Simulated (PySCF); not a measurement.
## From computed data to an observable: refractive index and permittivity of the vapour

FeF2, SMILES [F][Fe][F] (connectivity only; charge and spin as stated), neutral, multiplicity 5.

Geometry: PBE0-D3(BJ)/def2-TZVP. The multiplicity is an assumed one; other spin states were not compared.

PBE/def2-TZVPD in PySCF gives a mean static polarisability of 27.9 bohr³ and a dipole moment of 0.00 D. Take an ideal gas at 298.15 K and 0.01 bar, whether or not the substance is that volatile.

Q: Work out n − 1 in the optical limit and the static ε − 1.

A: 
Polarisability volume α' = 27.9 × 0.148185 = 4.13 Å³. Number density N = p/kT = 2.43e-7 Å⁻³.
Dilute limit of Lorentz–Lorenz: n − 1 = 2π N α' = 6.3e-6.
Orientation term of Debye: μ²/(3kT) = 8.098 Å³ × μ²(D²) = 0.00 Å³.
ε − 1 = 4π N (α' + μ²/3kT) = 1.3e-5. With no permanent dipole, ε equals n² in this model. Vibrational polarisation and dispersion are left out.
